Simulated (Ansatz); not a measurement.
WO₂⁻. The state is a quartet with charge -1. Geometry PBE0-D4/def2-TZVPD; atoms count from 1.

```tsv
atom	x (Å)	y (Å)	z (Å)
W1	0.233	-0.395	0.195
O2	-0.314	-0.593	-1.467
O3	0.081	0.988	1.272
```

In the def2 sets W takes a core potential; there is no spin–orbit coupling. The structure comes from a short search, and lower isomers may exist.

Question: Estimate the Mulliken populations from the PBE0/def2-TZVPD orbitals of Ansatz.

Answer: 
| atom | charge (e) | spin (α − β) | d electrons |
| --- | --- | --- | --- |
| W1 | 0.39 | 3.38 | 3.95 |
| O2 | -0.69 | -0.19 | – |
| O3 | -0.69 | -0.19 | – |
Mulliken values depend strongly on the basis. With diffuse functions, as here, like atoms can get unlike values, and bond orders can come out too low or too high.

Question: Where does the spin sit?

Answer: Summed by element: W 3.38, O -0.38, of 3 unpaired in all. Largest on single atoms: W1 3.38, O2 -0.19, O3 -0.19.

Question: And the Mayer bond orders between heavy atoms (over 0.3)?

Answer: W1–O2 1.53 (1.76 Å); W1–O3 1.53 (1.76 Å).
